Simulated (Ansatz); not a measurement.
Relaxation of AlH5O2S (9 atoms, charge 0, multiplicity 1), to a largest force component of 0.03 eV/Å in at most 50 steps.

The calculation used Ansatz, RKS B3LYP/6-31G*.

```xyz
9
Properties=species:S:1:pos:R:3
Al -0.040 -0.232 0.102
O -0.245 -0.441 1.836
H -1.083 -0.761 2.196
H 1.401 0.031 -0.454
O -1.314 -0.554 -1.000
H -2.232 -0.656 -0.724
S -0.043 2.933 1.494
H 1.305 2.971 1.472
H -0.059 1.734 2.178
```

Q: Where does it end, and by what steps?

A: The run converged. The force dipped under the threshold on the way, but the program's further checks kept it going. After 44 steps the energy has fallen by 0.200 eV; H8 moved furthest, 1.37 Å. Joined: Al1–S7 (3.46 → 2.65 Å).

| step | energy less start (eV) | largest force component (eV/Å) | accepted |
| --- | --- | --- | --- |
| 0 | 0.0000 | 0.632 | yes |
| 2 | -0.0564 | 0.395 | yes |
| 4 | -0.0944 | 0.426 | yes |
| 6 | -0.0966 | 0.585 | no |
| 8 | -0.1470 | 0.212 | yes |
| 10 | -0.1680 | 0.098 | yes |
| 12 | -0.1744 | 0.049 | yes |
| 14 | -0.1763 | 0.073 | yes |
| 16 | -0.1784 | 0.064 | yes |
| 18 | -0.1813 | 0.034 | yes |
| 20 | -0.1815 | 0.129 | yes |
| 22 | -0.1822 | 0.040 | no |
| 24 | -0.1825 | 0.109 | no |
| 26 | -0.1832 | 0.098 | yes |
| 28 | -0.1839 | 0.099 | yes |
| 30 | -0.1855 | 0.273 | yes |
| 32 | -0.1897 | 0.065 | yes |
| 34 | -0.1917 | 0.105 | yes |
| 36 | -0.1925 | 0.447 | no |
| 38 | -0.1966 | 0.099 | yes |
| 40 | -0.1986 | 0.046 | yes |
| 42 | -0.1989 | 0.042 | yes |
| 44 | -0.1996 | 0.029 | yes |

```xyz
9
Properties=species:S:1:pos:R:3
Al -0.154 -0.155 0.486
O -0.990 -0.947 1.776
H -0.501 -1.587 2.308
H 1.421 -0.286 0.335
O -1.048 0.263 -0.931
H -1.994 0.069 -0.942
S -0.256 2.338 1.385
H 0.466 2.906 0.396
H 0.747 2.426 2.287
```

Time of the run: 2.2 min on 1 thread of AMD EPYC 7R43 64-Core Processor (Zen 3), on a shared host, peak memory 0.17 GiB.
